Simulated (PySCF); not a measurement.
Coordinates in bohr (charge -1 multiplicity 1):
```
V     0.0000    0.0000    0.0000
O     0.0029    0.0000    3.0901
O     2.6747    0.0000   -1.5476
O    -2.6776    0.0000   -1.5425
```

All numbers come from PBE0 in PySCF with V def2-SVPD, O def2-SVPD; no relativity; density-fitted integrals.

This geometry of [VO3]- is a stationary point at this level.

Problem. What is the point group?

Solution. D3h.

Problem. Is it a minimum?

Solution. Yes: all harmonic wavenumbers are real.

Problem. Which band is strongest in the infrared?

Solution. 1010 cm⁻¹ (e'), 1000 km/mol.

Problem. What are the dipole moment and the gap between the highest occupied and lowest empty levels?

Solution. 0.00 D about the centre of mass and 4.48 eV.

Problem. Give the atomic charges and bond orders.

Solution. 
| atom | Mulliken | Löwdin | polar tensor | Mayer order to V1 |
| --- | --- | --- | --- | --- |
| V1 | 1.77 | 1.17 | 2.22 | – |
| O2,3,4 | -0.92 | -0.72 | -1.07 | 1.39 |

Stability towards spin polarisation was not tested. Other isomers or separated fragments may lie lower. The lowest empty level of this anion is unbound, so it and the gap depend on the basis.
